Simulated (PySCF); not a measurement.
Sb(F)3 cation (F3Sb), SMILES [Sb]([F])([F])[F] (connectivity only; charge and spin as stated), charge +1, multiplicity 2.

Coordinates come from a B3LYP-D3(BJ)/def2-SVP optimisation. The multiplicity is an assumed one; other spin states were not compared. The isomer is the one that the SMILES or the coordinates give; other isomers of the formula were not compared. The def2 effective core potentials stand for the cores of Sb; spin–orbit coupling is left out.

Two levels are set side by side: PBE/def2-TZVPD (PySCF) and B3LYP/def2-TZVPD (PySCF). Same geometry, gas phase. Differences are taken from unrounded values.

| quantity | B3LYP |
|---|---|
| α-spin orbital gap (eV) | 8.33 |
| β-spin orbital gap (eV) | 4.08 |
| mean polarisability (bohr³) | 35.1 |

Q: What does PBE give, and how far is it from B3LYP? (An estimate is asked for; the answer gives what the named calculation found.)

A: 
| quantity | PBE | PBE minus B3LYP |
|---|---|---|
| α-spin orbital gap (eV) | 6.39 | -1.94 |
| β-spin orbital gap (eV) | 1.88 | -2.20 |
| mean polarisability (bohr³) | 35.9 | 0.8 |

Rough cost on one machine, each run with all the roots and properties that it gave: B3LYP against PBE within a factor of 2.
